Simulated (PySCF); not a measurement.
**Correlation energy of Cr (chromium, neutral)**

[Ar] 3d5 4s1, high-spin 7S determinant. Computed with PySCF 2.14 in aug-cc-pVTZ (8s7p5d3f2g, 93 functions), with no relativity, point nucleus. Frozen: [Ar]; 6 electrons correlated.

```tsv
level	correlation energy (mhartree)
CCSD	-101.61
(T)	-3.22
CCSD(T)	-104.83
```

Diagnostics: T1 = 0.020, D1 = 0.0406, largest double amplitude 0.026.

Cost of the coupled-cluster step: roughly 15 core-seconds, for 6 correlated electrons.

Iterations:

```
CC2 = 0
CCSD nocc = (np.int64(6), np.int64(0)), nmo = (84, 84)
frozen orbitals [[0, 1, 2, 3, 4, 5, 6, 7, 8], [0, 1, 2, 3, 4, 5, 6, 7, 8]]
max_cycle = 100
direct = 0
conv_tol = 1e-08
conv_tol_normt = 1e-06
diis_space = 8
diis_start_cycle = 0
Init t2, MP2 energy = -0.0950871331327667
Init E_corr(UCCSD) = -0.0950871331900306
cycle = 1  E_corr(UCCSD) = -0.0992881392833854  dE = -0.00420100609  norm(t1,t2) = 0.0453294
cycle = 2  E_corr(UCCSD) = -0.100886691019561  dE = -0.00159855174  norm(t1,t2) = 0.0163238
cycle = 3  E_corr(UCCSD) = -0.101371431109492  dE = -0.00048474009  norm(t1,t2) = 0.00928938
cycle = 4  E_corr(UCCSD) = -0.101644753330841  dE = -0.000273322221  norm(t1,t2) = 0.00280402
cycle = 5  E_corr(UCCSD) = -0.101619905112032  dE = 2.48482188e-05  norm(t1,t2) = 0.000584229
cycle = 6  E_corr(UCCSD) = -0.101612180870134  dE = 7.7242419e-06  norm(t1,t2) = 0.00016797
cycle = 7  E_corr(UCCSD) = -0.101613639303558  dE = -1.45843342e-06  norm(t1,t2) = 5.65732e-05
cycle = 8  E_corr(UCCSD) = -0.101613576252331  dE = 6.30512269e-08  norm(t1,t2) = 1.48621e-05
cycle = 9  E_corr(UCCSD) = -0.101613446670198  dE = 1.29582134e-07  norm(t1,t2) = 4.20707e-06
cycle = 10  E_corr(UCCSD) = -0.101613479925485  dE = -3.32552876e-08  norm(t1,t2) = 1.11442e-06
cycle = 11  E_corr(UCCSD) = -0.101613474630932  dE = 5.29455306e-09  norm(t1,t2) = 4.37729e-07
UCCSD converged
E(UCCSD) = -1043.457540512008  E_corr = -0.1016134746309323
UCCSD(T) correction = -0.00321503166870811
```
